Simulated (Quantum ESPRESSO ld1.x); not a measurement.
Q: The mean radii <r> (bohr) of the occupied orbitals of an atom or ion are listed with their occupations. Method: Dirac Kohn-Sham, rPW86 exchange with PBE correlation, spin-unpolarised, spherical densities, point nucleus; computed with ld1.x of Quantum ESPRESSO 7.5.

orbital      occ.      <r>
1s1/2           2  0.03184
2s1/2           2   0.1379
2p1/2           2   0.1171
2p3/2           4   0.1221
3s1/2           2   0.3787
3p1/2           2   0.3710
3p3/2           4   0.3818
3d3/2           4   0.3557
3d5/2           6   0.3591
4s1/2           2   0.9423
4p1/2           2    1.013
4p3/2           4    1.043
4d3/2         3.2    1.368
4d5/2         4.8    1.384
4f5/2    0.857143    10.59
4f7/2     1.14286    10.59

Name the element and its charge. Open shells, if any, are shared by 2j + 1.

A: Z = 46, palladium, charge 0: Pd in [Kr] 4d8 4f2. The 1s radius gives Z: for a bare nucleus <r> = (2 gamma + 1)/(2Z) with gamma = sqrt(1 - (Z/c)^2), 0.03135 bohr for Z = 46, and screening makes it slightly larger (0.03184 here). The occupations add up to 46, and the charge is Z minus that.
